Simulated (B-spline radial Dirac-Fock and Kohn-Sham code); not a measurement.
ΔSCF core binding energies without Breit or QED terms, calculated with an atomic code on a B-spline grid.

A sound run for the Xe atom in the configuration [Kr] 4d10 5s2 5p6: The ground state converged in 11 iterations, with total energy -7446.89846 Ha, virial ratio 1.94128 and highest orbital energy -11.97 eV. ΔSCF binding energies: K (1s) 34686.9 eV, L3 (2p3/2) 4796.0 eV, M5 (3d5/2) 676.7 eV.

A second run, with one unsound setting: The ground state converged in 11 iterations, with total energy -6895.13820 Ha, virial ratio 2.06183 and highest orbital energy -12.58 eV. ΔSCF binding energies: K (1s) 28409.4 eV, L3 (2p3/2) 4837.7 eV, M5 (3d5/2) 688.0 eV.

```
iter   energy (Ha)        error
   1    -6890.46917517  2.41e+00
   2    -6893.67311770  2.73e-01
   3    -6895.04994300  6.02e-02
   4    -6895.13107675  1.65e-02
   5    -6895.13697075  7.98e-03
   6    -6895.13817599  7.33e-04
   7    -6895.13820217  2.12e-04
   8    -6895.13820371  3.60e-05
   9    -6895.13820375  5.73e-06
  11    -6895.13820375  1.35e-07
```

Q: Which fault fits the second run best?
A. too few iterations
B. speed of light below Z
C. unbound anion
D. nuclear radius in wrong units

A: D. The input had radius_factor = 100.0: radius_factor inflates the nucleus far beyond its size, which weakens the binding of the inner electrons.
